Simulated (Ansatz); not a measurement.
Ansatz (a program for electronic structure) input (B3LYP/LANL2DZ): The .json file is the Basis Set Exchange's LANL2DZ.

Ansatz 0.2 input:
```yaml
crystal:
  periodic: [false, false, false]
  atoms:
    - {symbol: Cd, position_ang: [0.00000000, 0.00000000, 0.00000000]}
    - {symbol: F, position_ang: [-0.00000000, -0.00000000, -1.98321800]}
    - {symbol: F, position_ang: [0.00000000, 0.00000000, 1.98321800]}
basis:
  gaussian:
    orbitals: LANL2DZ.json
hamiltonian:
  xc: {name: B3LYP}
total_charge: 1
magnetization: {spin_polarized: true, initial_magnetization: 1}
output: {forces: true}
```

Output:

```
Functional definition: B3LYP
integrals: 0.01 GiB planned
427 factors; integrals over basis functions are off by at most 3.3e-4 eV
mean field: 0.13 GiB planned
mean field evaluation 1: about -6709.7946 eV, gradient 7.0e1 eV
mean field evaluation 2: about -6565.3426 eV, gradient 1.9e2 eV
mean field evaluation 4: about -6731.2071 eV, gradient 4.6e0 eV
mean field evaluation 8: about -6731.2954 eV, gradient 3.3e-2 eV
mean field evaluation 16: about -6731.3569 eV, gradient 8.0e-6 eV
mean field evaluation 32: about -6730.5103 eV, gradient 7.1e-1 eV
mean field evaluation 64: about -6731.3569 eV, gradient 7.1e-6 eV
mean field -6731.35691072 eV, -247.3728037916 hartree, gradient 7.1e-6 eV, S^2 0.758439; 7 other end points of the search recorded, 0 dependent functions left out
the calculation of the forces begins
reference -6731.35713858 eV, -247.3728121650 hartree; 15, 14 occupied and 21, 22 virtual orbitals, 427 factors
Total energy: -6731.35713858 eV, -247.3728121650 hartree
Atom 0 at     0.000000     0.000000     0.000000 Å, force     0.000000     0.000000     0.000000 eV/Å
Atom 1 at    -0.000000    -0.000000    -1.983218 Å, force    -0.000000     0.000000    -0.863177 eV/Å
Atom 2 at     0.000000     0.000000     1.983218 Å, force    -0.000000    -0.000000     0.863177 eV/Å
Dipole moment:    -0.000000     0.000000     0.000000 e Å
```

The dipole moment of an ion depends on the origin.

The geometry given is a B3LYP-D3(BJ)/def2-TZVP minimum.
